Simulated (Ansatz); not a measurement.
`C[SiH]([GeH3])C#N` + `O=CO` → `O=C[O][GeH3]` + `C[SiH2]C#N` at 298.15 K and 1 bar (cleavage of the Ge–Si bond).

Isolated molecules relaxed with PBE0-D4/def2-TZVP in Ansatz; ΔE leaves out vibrations. CCSD(T)/CBS is the MP2 limit (def2-TZVPP, def2-QZVPP) plus CCSD(T) − MP2 in def2-TZVPP, frozen cores. This one scheme is used for every species. For Ge outer-core shells are correlated without core-valence functions, which leaves a few kJ/mol of doubt a bond. Scalar relativity is left out up to krypton. One conformer a species, not always the lowest.

| species | CCSD(T)/CBS energy (Eh) | H − E (kJ/mol) | S (J/(mol·K)) |
| --- | --- | --- | --- |
| `C[SiH]([GeH3])C#N` | -2500.21357 | 229.6 | 388.0 |
| `O=CO` | -189.60296 | 100.2 | 248.1 |
| `O=C[O][GeH3]` | -2266.92775 | 141.6 | 312.8 |
| `C[SiH2]C#N` | -422.89500 | 181.0 | 312.3 |

H − E and S are ideal-gas, rigid-rotor, harmonic terms from PBE0-D4/def2-TZVP, for one conformer and one mirror image of each species. 1 Eh = 2625.50 kJ/mol, R = 8.31446 J/(mol·K).

**Question.** By hand: ΔE, ΔH, ΔS and ΔG.

**Answer.** ΔE = (-2266.92775) + (-422.89500) − (-2500.21357) − (-189.60296) = -0.00622 Eh = -16.3 kJ/mol. Δ(H − E) = 141.6 + 181.0 − 229.6 − 100.2 = -7.2, so ΔH = -23.5 kJ/mol. ΔS = 312.8 + 312.3 − 388.0 − 248.1 = -11.0 J/(mol·K). ΔG = -23.5 − 298.15 × (-11.0)/1000 = -20.2 kJ/mol.

**Question.** By hand: the equilibrium constant, and the temperature at which ΔG would vanish if ΔH and ΔS stayed fixed.

**Answer.** log₁₀ K = −ΔG/(RT ln 10) = 3.5. ΔG = 0 at ΔH/ΔS = 2136 K, though so small a ΔS makes that figure unsure.

The number of gas molecules stays the same, so ΔS is small and ΔH decides. A doubt of 5 kJ/mol in ΔE shifts log₁₀ K by 0.9 here. Other conformers and mirror images would add mixing entropy, several J/(mol·K) or more a flexible species. These are equilibria of isolated gas molecules and say nothing of rates. Largest T1 diagnostic: 0.016 (customary marks: 0.02 for closed shells, 0.045 for open ones).
